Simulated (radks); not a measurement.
Spin polarisation of the 4f10 shell in Dy2+. Start: [Xe] 4f(up 5, down 5); electrons of 4f are moved from spin down to spin up, other shells keep equal spins. Calculated with a radial shooting solver on a logarithmic mesh with Libxc functionals: non-relativistic Kohn-Sham, PBE, spin-polarised, spherical densities, point nucleus.

moment (Bohr magnetons),E - E(0) (eV),e(4f up) (eV),e(4f down) (eV),5p down minus up (eV),5s down minus up (eV),4d down minus up (eV)
0,0.000,-20.449,-20.449,0.000,0.000,0.000
1,-0.193,-20.820,-20.049,0.273,0.356,0.867
2,-0.771,-21.163,-19.622,0.547,0.712,1.734
3,-1.733,-21.477,-19.167,0.822,1.070,2.601
4,-3.081,-21.762,-18.683,1.099,1.430,3.468

At moment 4 the spin-polarisation energy is -3.081 eV and the 4f exchange splitting 3.078 eV, that is 0.770 eV per Bohr magneton; E = -I m^2/4 would give I = 0.770 eV.
